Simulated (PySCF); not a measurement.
Si(H)2(OH)(NH2) (H5NOSi), SMILES N[SiH2]O.

The structure is a stationary point at r2SCAN-D4/def2-TZVP. The geometry has at least one imaginary mode, so it is a saddle point at that level. The values are those of a single conformer.

Level of theory: B3LYP/def2-TZVPD (PySCF).

| Item | Value |
|---|---|
| total energy | -422.64853 hartree |
| highest occupied level | -7.60 eV |
| lowest empty level | -0.19 eV |
| orbital gap | 7.41 eV |
| dipole moment | 0.057 e·Å |
| quadrupole, principal values (traceless, Buckingham form, about the centre of nuclear charge) | -7.55, -0.74, 8.29 D·Å |
| mean static polarisability | 41.3 bohr³ (6.12 Å³) |
| polarisability, principal values | 39.0, 39.9, 45.0 bohr³ |
